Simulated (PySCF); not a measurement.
UHF on Mg (magnesium, neutral)

Configuration: [Ne] 3s1 3p1, high-spin 3P determinant (an excited configuration). Calculation: PySCF 2.14, in aug-cc-pVQZ-DK (7s6p4d3f2g, 84 functions); scalar relativity by spin-free X2C-1e.

| Quantity | Value |
| --- | --- |
| Total energy | -199.854280 hartree |
| One-electron energy | -279.1714 hartree |
| Hartree (Coulomb) energy | 95.3946 hartree |
| Exchange energy | -16.0775 hartree |
| ⟨S²⟩ | 2.0000 |
| ⟨L²⟩ | 2.040 |
| Sum of ⟨r⟩ | 12.89 bohr |
| Sum of ⟨r²⟩ | 35.13 bohr² |
| Traceless quadrupole moment −½Σ⟨3z² − r²⟩ along its main axis | -8.76 e·bohr² |
| Langevin diamagnetic susceptibility | -27.8 ×10⁻⁶ cm³/mol |

| shell | electrons | mean orbital energy (eV) | spread (eV) | rms radius, mean of both spins (bohr) |
| --- | --- | --- | --- | --- |
| 1s α | 1 | -1338.1 | 0 | 0.151 |
| 1s β | 1 | -1337.9 | 0 | 0.151 |
| 2s α | 1 | -104.45 | 0 | 0.755 |
| 2s β | 1 | -103.99 | 0 | 0.755 |
| 2p α | 3 | -63.681 | 0.110 | 0.771 |
| 2p β | 3 | -63.419 | 0.214 | 0.771 |
| 3s α | 1 | -9.299 | 0 | 3.36 |
| 3p α | 1 | -5.002 | 0 | 4.37 |

Spin-orbit constants ζ (cm⁻¹) from the X2C one-electron operator on these orbitals: bare nucleus, nucleus screened by l(l+1)(2l+1)/3 electrons, and screened by the Breit-Pauli mean field of the electrons.

| shell | bare | screened nucleus | mean field |
| --- | --- | --- | --- |
| 2p | 1750 | 1459 | 1327 |
| 3p | 43.59 | 36.33 | 32.03 |

To first order the Landé constant is A = 16.02 cm⁻¹, so the lowest level has J = 0 and lies 0.00397 eV below the centre of the term. This holds in LS coupling only.
